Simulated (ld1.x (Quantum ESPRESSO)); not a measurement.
Pr (Z = 59): one change to a TM potential, before and after

Pr, norm-conserving Troullier–Martins (Kleinman–Bylander form), made with ld1.x (Quantum ESPRESSO) 7.5 (PBE, scalar-relativistic). Core [Xe] 4f2, reference 5d1 6s1 6p0 (charge +1). Waves: 6s (bound): rc 2.90 bohr; 6p (bound, empty): rc 3.25 bohr; 5d (bound): rc 2.05 bohr. Local part: the d channel. Core correction: Bessel-smoothed model core inside 1.40 bohr.

All-electron outer shells of the reference configuration (PBE, scalar-relativistic, ld1.x):

```json
{"shell": "4f", "level (eV)": "-12.20", "outermost node (bohr)": "–", "outermost maximum (bohr)": "0.68"}
{"shell": "6s", "level (eV)": "-8.63", "outermost node (bohr)": "1.77", "outermost maximum (bohr)": "3.48"}
{"shell": "5d", "level (eV)": "-8.58", "outermost node (bohr)": "0.89", "outermost maximum (bohr)": "2.09"}
{"shell": "6p", "level (eV)": "-5.51", "outermost node (bohr)": "2.08", "outermost maximum (bohr)": "4.36"}
```

Change: wave 5d (bound): rc 2.05 bohr becomes 5d (bound): rc 1.34 bohr.

Cutoffs: the cutoffs (Ry, on a coarse ladder) from which the occupation-weighted sum of valence levels, in a spherical-Bessel basis at the reference potential, stays within 10 and 1 mRy of its value at 400 Ry; they do not see the model core or the augmentation charge, which bear on the density cutoff. Errors are all-electron minus pseudo energies relative to the spin-unpolarised reference configuration.

Q: What does the change do?

A: The potential gets harder (12 Ry and 18 Ry → 140 Ry and 200 Ry); both files keep a bound ghost (p, s); of the 5 tests that both files solve, the error grows in 2 and shrinks in 2 by more than 15 % and 0.3 meV (median size 23.9 → 11.9 meV); the range in which the s phases agree narrows (upper end 1.5 → -0.5). A smaller radius makes the pseudo-wave follow the all-electron one further in, where it bends more sharply, so more plane waves are needed.

```csv
quantity,base,changed
"cutoff, loose",12 Ry,140 Ry
"cutoff, tight",18 Ry,200 Ry
loose cutoff by channel (10 mRy a level),"s 8 Ry, d 10 Ry","s 6 Ry, d 140 Ry"
bound ghosts,"s, p","s, p"
"tests counted (converged, no solver errors)",6 of 7,6 of 7
"error for 5d1 6s2 6p0, meV [ΔE -6.17 eV]",-7.2,+12
"error for 5d1 6s0 6p0, meV [ΔE 11.26 eV]",-24,-23
"error for 5d1 6s1.5 6p0, meV [ΔE -3.69 eV]",-2.1,+3.7
"error for 5d1.5 6s1.5 6p0, meV [ΔE -5.71 eV]",-30,+5.9
"error for 5d2 6s1 6p0, meV [ΔE -5.15 eV]",-71,-32
s: phases at 3.55 bohr within 0.05 rad from the reference energy up to (Ry; the scan ends near 5),1.5,-0.5
p: phases at 3.55 bohr within 0.05 rad from the reference energy up to (Ry; the scan ends near 5),-0.3,-0.2
d: phases at 3.55 bohr within 0.05 rad from the reference energy up to (Ry; the scan ends near 5),1.2,0.6
```

Base: Tests not counted: 5d1 6s1 6p1 (solver errors, printed error +3.2 eV). Changed file: Tests not counted: 5d0 6s2 6p1 (solver errors, printed error -24.2 eV). A true bound ghost makes a file unfit for plane-wave use even where its test errors are small: the radial tests pick states by their node count and pass the ghost by. Where a test does run into it, the solver fails or the error is huge.
